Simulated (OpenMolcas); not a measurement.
Au5+ (d6) among equal point charges was computed by CASSCF with the d shell active (OpenMolcas, ANO-RCC-VDZP on the metal). Its lowest spin-free states, and all those of the highest spin:

```csv
2S+1,Degeneracy,E (cm-1)
5,1,0.0
5,2,1041
5,1,5176
5,1,7219
3,1,18058
3,2,18369
3,2,20598
3,1,20806
3,2,22283
3,1,22484
3,1,24194
1,1,24242
```

Is the site octahedral, tetrahedral or cube-like, axial, or of lower symmetry?

The states with 2S+1 = 5 have orbital degeneracies 1, 2, 1, 1. There are pairs but no triples, so the site is axial: not cubic, but with a proper or improper axis of order three or more. The run had Au5+ among 6 point charges of -1.7 e arranged as a tetragonal octahedron (D4h), 2.06 Å from the ion, with the axial distance 1.978 Å.

Spin-orbit coupling mixes the spin-free states strongly: the lowest level takes only 52 % from its leading state, 5B2. Without dynamic correlation the repulsion within the d shell is too large (B by tens of per cent), so at a given field states of lower spin stand too high. Point charges give a weaker field than real ligands, and real ions of this kind are as a rule low spin; the high spin found here belongs to the model. This is an electrostatic model: the charges have no orbitals. No measured value stands beside these numbers.
